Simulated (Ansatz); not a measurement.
`C[P+](C)(C)[Fe-5]([C]#[O+])([C]#[O+])([C]#[O+])[C]#[O+]`. Charge 0, multiplicity 1. Correlated methods include outer-core shells of Fe, which these sets cover unevenly. Scalar relativity is left out up to krypton.

```xyz
22

C    -1.844    0.637   -0.871
P    -0.398    0.387    0.209
C    -1.188    0.098    1.825
C     0.236    2.084    0.406
Fe    1.074   -1.092   -0.513
C     1.251   -0.054   -1.945
O     1.345    0.631   -2.855
C     0.814   -2.051    0.964
O     0.642   -2.660    1.915
C     2.783   -0.876   -0.102
O     3.893   -0.758    0.150
C     0.519   -2.441   -1.516
O     0.185   -3.321   -2.166
H    -2.517    1.397   -0.468
H    -2.380   -0.308   -0.972
H    -1.509    0.944   -1.863
H    -0.428    0.048    2.606
H    -1.888    0.903    2.056
H    -1.725   -0.852    1.811
H    -0.548    2.767    0.741
H     0.636    2.438   -0.546
H     1.049    2.079    1.133
```

(1) Give the diagnostics of a CCSD(T)/def2-TZVPP run (frozen core, Ansatz). (Best estimate.)

Results:

(1) The calculation gave: T1 = 0.0336, largest single amplitude 0.109, largest double 0.055, (T) share of the correlation energy 5.7 %, 16 CCSD cycles. The RHF solution is unstable towards an unrestricted one. T1 lies over the customary mark of 0.02 for closed shells; compounds of d metals often pass it without a breakdown.
